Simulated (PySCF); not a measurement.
Species: C5H12Se.
InChI=1S/C5H12Se/c1-5(2)4-6-3/h5H,4H2,1-3H3

Method: TDDFT CAM-B3LYP/def2-SVPD, vertical, gas phase, core orbitals frozen in the response in PySCF 2.14.0, density-fitted response routines. One conformer (not necessarily the lowest) at the PBE0-D3(BJ)/def2-SVP geometry, without solvent, vibrations or thermal averaging. The CAM-B3LYP/def2-SVPD calculation is non-relativistic and has no spin–orbit coupling, an omission that weighs most on selenium. Torsions of this conformer, `[CH3:1][Se:2][CH2:3][CH:4]([CH3:5])[CH3:6]`: C1–Se2–C3–C4 -176°, Se2–C3–C4–C5 173°.

| state | E (eV) | E (hartree) | f | main configurations (H = HOMO, L = LUMO) |
| --- | --- | --- | --- | --- |
| S1 | 4.67 | 0.1718 | 0.0005 | H→L (79%), H→L+6 (10%) |
| S2 | 5.66 | 0.2080 | 0.043 | H→L+2 (64%), H→L+1 (18%), H→L+4 (14%) |
| S3 | 5.69 | 0.2090 | 0.0012 | H→L+1 (72%), H→L+2 (20%) |
| S4 | 6.36 | 0.2338 | 0.036 | H→L+3 (93%) |
| S5 | 6.80 | 0.2497 | 0.0014 | H→L+6 (61%), H→L (16%), H→L+5 (12%) |
| S6 | 6.92 | 0.2542 | 0.0070 | H→L+4 (25%), H→L+6 (15%), H→L+2 (12%) |

The lowest singlet lies at 4.67 eV (265 nm, ultraviolet) and is very weak; its leading configuration is HOMO→LUMO (79%). The most intense listed level is S2 at 5.66 eV (219 nm, f = 0.043), 0.99 eV above S1. Löwdin shares by element: HOMO selenium 72%, carbon 19% or more; LUMO selenium 60%, carbon 14% or more, hydrogen 6% or more (atoms not listed hold the other 21%). The listed states span 2.24 eV, and the widest gap between neighbours is 0.99 eV (S1 to S2). Weighted by f, the mean energy of these states is 6.05 eV. Orbital energies (eV): HOMO-3 -10.71, HOMO-2 -10.55, HOMO-1 -9.69, HOMO -7.24, LUMO 0.94, LUMO+1 1.16, LUMO+2 1.40. The window holds the lowest 6 singlets.

Time: 26 s wall; peak memory 1.1 GiB. Hardware: an AMD EPYC 9R45 with one thread, shared host with 96 logical CPUs at a one-minute load of 3.9.

Without π bonds the low states are Rydberg-like; a valence basis with one diffuse set may place them up to an eV too high.
